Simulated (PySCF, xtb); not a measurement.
Mo(NH)(S)(Cl)(SH) (ClH2MoNS2), SMILES [NH]=[Mo](=[S])([SH])[Cl], multiplicity 1.

GFN2-xTB run with xtb at its own geometry gives an orbital gap of 1.99 eV and a dipole moment of 3.17 D.

The structure is a stationary point at PBE-D3(BJ)/def2-SVP. The spin state was assumed, not searched. The structure was generated by enumeration; whether it is a known compound was not checked. The def2 effective core potentials stand for the cores of Mo; spin–orbit coupling is left out. One conformer was computed; it need not be the lowest.

Question: What does M06-2X/def2-TZVP in PySCF give? (An estimate is asked for; the answer gives what the named calculation found.)

Answer: gap 6.36 eV (levels -8.87 and -2.51 eV), dipole 1.62 D.
